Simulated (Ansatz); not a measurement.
`C[O][Sb]([SiH3])[Cl]` + CH₃OH → `C[O][Sb]([SiH3])[O]C` + HCl  (ligand exchange at the Sb–Cl bond)

Isolated molecules relaxed with PBE0-D4/def2-TZVP in Ansatz; ΔE leaves out vibrations. CCSD(T)/CBS is the MP2 limit (def2-TZVPP, def2-QZVPP) plus CCSD(T) − MP2 in def2-TZVPP, frozen cores. This one scheme is used for every species. Functionals use def2-TZVPP. def2 core potentials past Kr. For Sb outer-core shells are correlated without core-valence functions, which leaves a few kJ/mol of doubt a bond. One conformer a species, not always the lowest.

Task: Is it downhill or uphill in electronic energy at CCSD(T)/CBS, and by how much? (An estimate is asked.)

Result: Ansatz gave: Uphill: ΔE = +62.6 kJ/mol.

Task: What do these levels give: r2SCAN0-D4, PBE0, CCSD(T)/def2-SVP, HF/def2-TZVPP, SCS-MP2/def2-TZVPP, SCS-MP2/def2-QZVPP? (An estimate is asked.)

Result: The calculation gave: r2SCAN0-D4 71.0, PBE0 72.9, CCSD(T)/def2-SVP 57.6, HF/def2-TZVPP 76.8, SCS-MP2/def2-TZVPP 58.6, SCS-MP2/def2-QZVPP 61.8 kJ/mol.

Largest T1 diagnostic among the species: 0.015.

From BLYP to BHLYP (50 % exact exchange), in def2-TZVPP and without D4, ΔE moves by +6.3 kJ/mol. At CCSD(T), def2-SVP lies −5.1 kJ/mol from the extrapolated value and def2-TZVPP −6.0 kJ/mol. In def2-TZVPP, CCSD(T) changes the Hartree–Fock value by −20.2 kJ/mol (the triples alone add −2.8 kJ/mol) and MP2 by −17.7 kJ/mol.
